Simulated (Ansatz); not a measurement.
Stepwise reaction of molybdenum dichloride dioxide with water, as a gas-phase model of exchange steps in deposition or etching. ΔE in kJ/mol; ΔG adds harmonic PBE0-D4 terms to CCSD(T)/CBS, at 1 bar.

Isolated molecules relaxed with PBE0-D4/def2-TZVP in Ansatz; ΔE leaves out vibrations. CBS: MP2 limit from def2 TZ/QZ plus the TZ coupled-cluster correction, frozen cores. This one scheme is used for every species. Functionals use def2-TZVPP. B3LYP here is the variant with VWN-RPA as its local correlation; programs differ in this. def2 core potentials past Kr. For Mo outer-core shells are correlated without core-valence functions, which leaves a few kJ/mol of doubt a bond. Each species was taken in one conformer, which may not be the lowest.

```tsv
step	reaction	PBE-D4	B3LYP-D4	ωB97M-V	CCSD(T)/CBS	ΔG(500 K)
1	`[O]=[Mo](=[O])([Cl])[Cl]` + H₂O → `[O]=[Mo](=[O])([OH])[Cl]` + HCl	27.6	26.2	23.9	34.6	26.6
```

Q: Give the row of step 2, `[O]=[Mo](=[O])([OH])[Cl]` + H₂O → `[O]=[Mo](=[O])([OH])[OH]` + HCl. (Estimate.)

A: Computed: 
```csv
step,reaction,PBE-D4,B3LYP-D4,ωB97M-V,CCSD(T)/CBS,ΔG(500 K)
2,`[O]=[Mo](=[O])([OH])[Cl]` + H₂O → `[O]=[Mo](=[O])([OH])[OH]` + HCl,31.7,30.1,28.6,39.0,36.2
```

Q: By hand: ΔE of the 2 steps together at CCSD(T)/CBS.

A: (34.6) + (39.0) = 73.6 kJ/mol, or 36.8 kJ/mol a step.

In ΔE the steps differ by no more than 4.4 kJ/mol. All are uphill at CCSD(T)/CBS. ΔG lies between 26.6 and 36.2 kJ/mol a step. PBE-D4 differs from CCSD(T)/CBS by -7.3 to -7.0 kJ/mol a step. Isolated molecules leave out the surface, adducts and barriers. Largest T1 diagnostic: 0.025.
